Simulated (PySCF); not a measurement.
## C₆ coefficients of unlike pairs at B3LYP

Calculated with PySCF 2.14 from the dipole response of each species, C₆(A,B) = (3/π) ∫ α_A(iu) α_B(iu) du, in atomic units, from isotropic polarisabilities. For ions this is the dispersion term alone; charge-induced terms of lower order in 1/R come first.

| species | configuration | basis | relativity | α (bohr³) | C₆ (like pair) |
| --- | --- | --- | --- | --- | --- |
| Tc³⁺ | [Kr] 4d4 (5D) | aug-cc-pVTZ-PP with one added diffuse shell each of s, p, d, f, g type with ECP28MDF (7s7p6d4f3g) | core potential | 5.450 | 24.60 |
| O³⁺ | [He] 2s2 2p1 (2P) | dyall-av2z (11s7p2d) | none | 1.356 | 1.257 |
| Ru⁺ | [Kr] 4d7 (4F) | def2-QZVPPD with the def2 core potential (28 electrons) (7s5p4d4f2g) | core potential | 15.71 | 99.98 |
| Xe | [Xe] (1S) | x2c-TZVPPall with one added diffuse shell each of s, p, d, f type (9s7p5d3f) | spin-free X2C | 27.44 | 291.0 |

Problem. Estimate C₆ for Ru⁺ with Tc³⁺.

Solution. The integral gives 48.01. The combination rule 2 C_A C_B / (C_A α_B/α_A + C_B α_A/α_B) gives 46.59 and the geometric mean 49.60.

No spin-orbit coupling is included.

The other pairs:

```tsv
pair	C₆
Xe, Ru⁺	169.6
Xe, O³⁺	18.43
Xe, Tc³⁺	79.51
O³⁺, Tc³⁺	5.541
Ru⁺, O³⁺	11.03
```
